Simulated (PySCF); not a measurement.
Start geometry of `C1C=C([CH][CH-]C=1[SiH3])[SiH3]` [radical] from GFN2-xTB (Å):
```
atom  x, y, z in Å
Si1    3.2339    0.3866   -0.3227
C2     1.4292    0.1175   -0.1618
C3     0.5391    0.0986   -1.2699
C4    -0.8060   -0.0486   -1.1236
C5    -1.4242   -0.1848    0.1548
Si6   -3.2428   -0.3152    0.3252
C7    -0.5334   -0.1778    1.2622
C8     0.8119   -0.0349    1.1152
H9     3.6492    0.4042   -1.7399
H10    4.0861   -0.6329    0.3578
H11    3.7881    1.6534    0.2547
H12    0.9614    0.2039   -2.2664
H13   -1.4443   -0.0605   -2.0044
H14   -3.6415   -0.4516    1.7398
H15   -3.8842   -1.4597   -0.3938
H16   -4.0359    0.8388   -0.2037
H17   -0.9553   -0.2895    2.2582
H18    1.4510   -0.0347    1.9949
```

Task: What comes out of this run: PySCF 2.14.0, PBE0-D3(BJ)/def2-SVP geometry optimisation, gas phase?

Result: 
```
atom  x, y, z in Å
Si1    3.2429    0.3665   -0.3187
C2     1.4431    0.1384   -0.1461
C3     0.5596    0.1273   -1.2733
C4    -0.8021   -0.0157   -1.1477
C5    -1.4430   -0.1622    0.1378
Si6   -3.2479   -0.3351    0.3207
C7    -0.5589   -0.1525    1.2644
C8     0.8028   -0.0107    1.1393
H9     3.6475    0.3498   -1.7708
H10    4.0956   -0.6820    0.3743
H11    3.8423    1.6506    0.2392
H12    0.9842    0.2332   -2.2794
H13   -1.4133   -0.0210   -2.0585
H14   -3.6220   -0.5020    1.7713
H15   -3.8824   -1.5092   -0.4075
H16   -4.0983    0.8195   -0.1875
H17   -0.9831   -0.2651    2.2699
H18    1.4154   -0.0173    2.0492
```

The energy falls by 0.085 eV over 7 energy and gradient evaluations, the largest force component goes from 0.0135 to 2.9e-04 Eh/bohr, and the atoms move by 0.048 Å rms after alignment. Among the bonds, Si1–H9 and Si6–H14 change most and about equally (+0.031 Å). Bonds longer at the end by more than 0.005 Å: 16 of 18; shorter: 2. Rotational constants go from 5089, 652.3, 585.7 to 4982, 648.4, 581.1 MHz. The orientation of the end geometry is arbitrary; only internal coordinates are fixed.

The run used 170 basis functions and 55 SCF cycles in all. Time: 2.4 min wall. Hardware: one thread, x86-64 server, shared host.

Whether it is a minimum is left open (no frequencies). ⟨S²⟩ = 0.757 (exact for a doublet: 0.75). Whether the extra electron is bound in the gas phase wasn't checked; a finite basis holds it in any case. The geometry's basis has no diffuse functions, a weakness for an anion.
